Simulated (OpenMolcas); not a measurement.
Ar3+: Slater's ratio, worked from levels

| Quantity | Value |
| --- | --- |
| Program | OpenMolcas 26.06 |
| Basis | ANO-RCC-VTZP [5s4p2d1f] |
| Scalar Hamiltonian | DKH2, point nucleus |
| Active space | 5 electrons in 4 orbitals (3s 3p) |
| State averaging | 2S+1 = 4 odd, 1 root; 2S+1 = 2 odd, 8 roots; 2S+1 = 4 even, 3 roots; 2S+1 = 2 even, 9 roots |
| Spin-orbit coupling | state interaction with AMFI integrals over the reference wave functions, term energies averaged over their components |

Methods: CASSCF; SS-CASPT2, IPEA 0.25 Eh, imaginary shift 0.1 Eh (closed shells correlated: 2s 2p). Measured levels: Saloman, J. Phys. Chem. Ref. Data 39, 033101 (2010).

**Slater's ratio.** With one set of orbitals, p3 has ²D° - ⁴S° = 9 F2 and ²P° - ²D° = 6 F2 (F2 = F²/25), a ratio of 2/3. Term energies are centres of gravity, weighted by 2J + 1.

```json
{"Source": "CASSCF", "²D° - ⁴S°": "26084", "²P° - ⁴S°": "36437", "F2 from the first": "2898", "Ratio": "0.397"}
{"Source": "SS-CASPT2", "²D° - ⁴S°": "22177", "²P° - ⁴S°": "35809", "F2 from the first": "2464", "Ratio": "0.615"}
{"Source": "measured", "²D° - ⁴S°": "21168", "²P° - ⁴S°": "34973", "F2 from the first": "2352", "Ratio": "0.652"}
```

Energies in cm-1. A ratio away from 2/3 shows effects beyond one configuration with one set of orbitals, and in heavier atoms second-order spin-orbit shifts. In CASSCF the valence s occupation is 1.95 in ²P° against 2.00 in ²D°: mixing out of s² acts most on ²P° and pulls it down.

Term energies are means over components that CASPT2 splits; among the terms shown or strongly mixed into the levels shown the widest spread is 120 cm-1 (3s² 3p³ ²D°, SS-CASPT2). Over all roots computed the reference weight is 0.89 to 0.97 in SS-CASPT2; the roots of lowest weight are the least certain, and an intruder state may touch them. Computed and measured levels are paired by configuration, term and J; levels that our copy of the source lacks, or whose pairing is in doubt (as where it misses far off the trend of its configuration), stay unpaired and out of the deviations. Only configurations of the active space appear.

° marks odd parity.
